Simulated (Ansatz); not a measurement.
C$_{2}$H$_{7}$FSi$_{2}$ from Hartree–Fock to CCSD(T)

Cartesian coordinates in Å:
```
C 0.9999 0.9756 0.9038
Si -0.6977 0.4168 0.3724
C -0.6337 -1.3075 -0.3942
Si -0.5390 -0.9889 -2.2427
F 1.0035 -0.4801 -2.3236
H 1.3895 0.3338 1.6975
H 1.6879 0.9281 0.0564
H 0.9781 2.0030 1.2734
H -1.6791 0.4641 1.4897
H -1.5416 -1.8647 -0.1477
H 0.2431 -1.8335 -0.0027
H -1.2108 1.3532 -0.6822
```

Total charge 0; spin multiplicity 1. The bonds changed during the relaxation, so this is another structure than the one it started from. The geometry is a stationary point of PBE0-D4/def2-TZVP. Frozen core, restricted reference, the Gaussian-basis code of Ansatz. CBS rows extrapolate triple and quadruple zeta; past MP2 they add the triple-zeta difference.

```csv
basis,HF (Eh),MP2 corr.,CCSD corr.,(T),CCSD(T) total
def2-SVP,-756.82427,?,-0.71485,-0.01887,?
def2-TZVPP,-757.25061,-0.83047,-0.88360,-0.03284,-758.16705
def2-QZVPP,-757.27712,-0.89429,–,–,–
CBS(def2),?,?,?,as TZ,?
```

Question: Fill in the withheld values. (An estimate is asked.)

Answer: The calculation gave: def2-SVP MP2 corr.: -0.65400; def2-SVP CCSD(T) total: -757.55799; CBS(def2) HF (Eh): -757.28077; CBS(def2) MP2 corr.: -0.94156; CBS(def2) CCSD corr.: -0.99469; CBS(def2) CCSD(T) total: -758.30830.
